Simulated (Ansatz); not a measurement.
Mulliken charges of H4NSSb, SMILES `[NH2][SbH][SH]` from ωB97M-V/def2-TZVPP in Ansatz (PBE0-D4/def2-TZVP geometry).

```csv
atom,x (Å),y (Å),z (Å),charge (e)
N1,-1.026,0.065,-0.845,-0.477
Sb2,0.881,0.491,-0.326,0.529
S3,1.082,-1.032,1.548,-0.336
H4,-1.248,0.298,-1.803,0.116
H5,-1.752,0.404,-0.231,0.125
H6,0.541,1.738,0.806,-0.077
H7,1.584,-2.032,0.805,0.119
```

Question: By hand: the dipole of these point charges (1 e Å = 4.8032 D).

Answer: Σ q r = (0.375, 0.285, -0.494) e Å, of length 0.683 e Å = 3.28 D.

Question: How does the dipole of the full density compare? (An estimate is asked.)

Answer: Computed: (-0.057, 0.260, -0.391) e Å, 2.27 D; the point charges give 1.44 times that, at 40° from its direction.

Point charges leave out the atoms' own dipoles, such as those of lone pairs, and Mulliken's split depends on the basis, so the two needn't agree.
